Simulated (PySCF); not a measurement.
# Fractional electron number in Pr (praseodymium, neutral)

The 6s beta orbital of [Xe] 4f3 6s2 is emptied in steps (occupation f), with all orbitals relaxed, ending at [Xe] 4f3 6s1. Computed with PySCF 2.14 in def2-SVP with the def2 core potential (28 electrons) (10s6p4d3f1g, 78 functions), with scalar relativity through the core potential. The exact energy is a straight line in f; departures are measured from the line between the end points of the same method.

```tsv
f	BHandHLYP (eV)	CAM-B3LYP (eV)
1	0.000	0.000
0.75	-0.212	-0.160
0.5	-0.288	-0.220
0.25	-0.222	-0.172
0	0.000	0.000
```

```json
{"method": "BHandHLYP", "E(f=0) − E(f=1) (eV)": "5.304", "−ε at f=1 (eV)": "4.197", "−ε at f=0.5 (eV)": "5.277"}
{"method": "CAM-B3LYP", "E(f=0) − E(f=1) (eV)": "5.431", "−ε at f=1 (eV)": "4.601", "−ε at f=0.5 (eV)": "5.401"}
```

Orbital energy along the path (eV):

```
   f  BHandHLYP  CAM-B3LYP
   1     -4.197     -4.601
0.75     -4.723     -4.987
 0.5     -5.277     -5.401
0.25     -5.873     -5.856
   0     -6.493     -6.403
```

Reference removal energy between the ground levels: 5.470 eV (semi-empirical (NIST evaluation); NIST Atomic Spectra Database, ionization energies). The calculation has no spin-orbit coupling.
